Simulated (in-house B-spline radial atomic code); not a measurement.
## Ionising the rhodium ion Rh⁴⁺ with different functionals

Computed with an all-electron radial atomic-structure program (B-spline basis): four-component Dirac-Coulomb Hamiltonian, Fermi nucleus of rms radius 4.4945 fm, spin-restricted, spherical fractional occupations for the functionals, and exact exchange of hybrids averaged over the configuration. The ionisation energy is the difference of two self-consistent energies, [Kr] 4d5 → [Kr] 4d4, without Breit or QED terms; ε is the level of the shell that loses the electron (mean over j). The electron is taken from both j subshells in proportion to 2j + 1, so the result is a j average, not the step between ground levels.

| method | rung | ΔSCF (eV) | -ε(4d) (eV) |
| --- | --- | --- | --- |
| BHandHLYP | global hybrid | ? | ? |
| B97-1 | global hybrid | 62.50 | 56.38 |
| HSE06 | range-separated hybrid | ? | ? |
| CAM-B3LYP | range-separated hybrid | 62.55 | 58.30 |

(1) What does BHandHLYP give?

(2) What does HSE06 give?

(3) Among the functionals, which spreads more, the ΔSCF values or the orbital energies?

(4) How do they compare with the NIST value?

## Answers

(1) ΔSCF 62.34 eV, and -ε(4d) = 58.87 eV.

(2) ΔSCF 62.52 eV, and -ε(4d) = 56.36 eV.

(3) The orbital energies: ΔSCF values span about 0.20 eV and the orbital energies 2.50 eV; here energy differences depend much less on the functional than eigenvalues do.

(4) NIST lists 63 eV ± 1.9 (tabulated theory, ground level to ground level). Errors run from -0.66 to -0.45 eV; all lie within about twice that uncertainty, so the table can't rank the methods.
